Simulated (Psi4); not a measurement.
H12Ge4Sn (SMILES [GeH3][Sn]([GeH3])([GeH3])[GeH3]), singlet, at a GFN2-xTB geometry (such geometries of metal compounds can be far from the true shape) (core potentials on Sn); PBE/def2-SVP run with Psi4 1.11.

The Psi4 input:
```
memory 2 GB

molecule mol {
0 1
Ge   -0.227998   -1.413506   -2.155485
Sn    0.000019    0.000007   -0.000017
Ge   -0.220874    2.510433   -0.587396
Ge   -1.864450   -0.662989    1.667516
Ge    2.313290   -0.433950    1.075394
H    -0.422862   -0.584495   -3.388720
H    -1.390085   -2.359296   -2.122602
H     0.972757   -2.266157   -2.433327
H     1.002234    3.307248   -0.247997
H    -1.350013    3.188286    0.127872
H    -0.466331    2.757362   -2.045065
H    -2.821736   -1.674091    1.113134
H    -1.337838   -1.264910    2.934968
H    -2.712364    0.495373    2.097982
H     3.158382   -1.393626    0.293767
H     3.142792    0.806439    1.214627
H     2.225178   -1.012093    2.455261
}

set {
  basis def2-svp
  reference rks
}

energy('pbe')
print_variables()
```

What does Psi4 print? Leave out banner, timings and long lists.


```
   => Loading Basis Set <=

    Name: DEF2-SVP
    Role: ORBITAL
    Keyword: BASIS

    !!!  WARNING: ECP capability is in beta. Please check occupations closely.  !!!

         ---------------------------------------------------------
                                   SCF
               by Justin Turney, Rob Parrish, Andy Simmonett
                          and Daniel G. A. Smith
                              RKS Reference
         ---------------------------------------------------------

  ==> Geometry <==

    Molecular point group: c1
    Full point group: C1

    Geometry (in Angstrom), charge = 0, multiplicity = 1:

       Center              X                  Y                   Z               Mass
    ------------   -----------------  -----------------  -----------------  -----------------
         GE          -0.227998064432    -1.413505982637    -2.155485010742    73.921177761000
         SN           0.000018935568     0.000007017363    -0.000017010742   119.902201630000
         GE          -0.220874064432     2.510433017363    -0.587396010742    73.921177761000
         GE          -1.864450064432    -0.662988982637     1.667515989258    73.921177761000
         GE           2.313289935568    -0.433949982637     1.075393989258    73.921177761000
         H           -0.422862064432    -0.584494982637    -3.388720010742     1.007825032230
         H           -1.390085064432    -2.359295982637    -2.122602010742     1.007825032230
         H            0.972756935568    -2.266156982637    -2.433327010742     1.007825032230
         H            1.002233935568     3.307248017363    -0.247997010742     1.007825032230
         H           -1.350013064432     3.188286017363     0.127871989258     1.007825032230
         H           -0.466331064432     2.757362017363    -2.045065010742     1.007825032230
         H           -2.821736064432    -1.674090982637     1.113133989258     1.007825032230
         H           -1.337838064432    -1.264909982637     2.934967989258     1.007825032230
         H           -2.712364064432     0.495373017363     2.097981989258     1.007825032230
         H            3.158381935568    -1.393625982637     0.293766989258     1.007825032230
         H            3.142791935568     0.806439017363     1.214626989258     1.007825032230
         H            2.225177935568    -1.012092982637     2.455260989258     1.007825032230

  Running in c1 symmetry.

[...]
   @DF-RKS iter   4: -8527.16585458770169   -2.40623e+00   9.55176e-04 ADIIS/DIIS
   @DF-RKS iter   5: -8527.16312616212235    2.72843e-03   8.05123e-04 ADIIS/DIIS
   @DF-RKS iter   6: -8527.18286595726204   -1.97398e-02   7.73035e-05 DIIS
   @DF-RKS iter   7: -8527.18296682311484   -1.00866e-04   1.29815e-05 DIIS
   @DF-RKS iter   8: -8527.18296962987552   -2.80676e-06   5.54337e-06 DIIS
   @DF-RKS iter   9: -8527.18297028950110   -6.59626e-07   7.09019e-07 DIIS
  Energy and wave function converged.

  ==> Post-Iterations <==

   Electrons on quadrature grid:
      Ntotal   =  161.9999882458 ; deviation = -1.175e-05

    Orbital Energies [Eh]
    ---------------------

    Doubly Occupied:

[...]
    Virtual:

[...]
     214A     51.975066

    Final Occupation by Irrep:
              A
    DOCC [    81 ]
    NA   [    81 ]
    NB   [    81 ]

  @DF-RKS Final Energy: -8527.18297028950110

   => Energetics <=

    Nuclear Repulsion Energy =           1655.2635308673777672
    One-Electron Energy =              -15267.0544038226798875
    Two-Electron Energy =                5421.9823986911633256
    DFT Exchange-Correlation Energy =    -337.3744960253628165
    Empirical Dispersion Energy =           0.0000000000000000
    VV10 Nonlocal Energy =                  0.0000000000000000
    Total Energy =                      -8527.1829702895010996

Computation Completed

Properties will be evaluated at   0.000000,   0.000000,   0.000000 [a0]

Properties computed using the SCF density matrix

 Multipole Moments:

 ------------------------------------------------------------------------------------
     Multipole            Electronic (a.u.)      Nuclear  (a.u.)        Total (a.u.)
 ------------------------------------------------------------------------------------

 L = 1.  Multiply by 2.5417464519 to convert [e a0] to [Debye]
 Dipole X            :          0.0012869           -0.0009495            0.0003374
 Dipole Y            :          0.0008539           -0.0003537            0.0005001
 Dipole Z            :         -0.0006110            0.0008546            0.0002436
 Magnitude           :                                                    0.0006507

 ------------------------------------------------------------------------------------

  Variable Map:
  ----------------------------------------------------------------------------
[...]
  Array Variable Map:
  ----------------------------------------------------------------------------
[...]
[...]
```
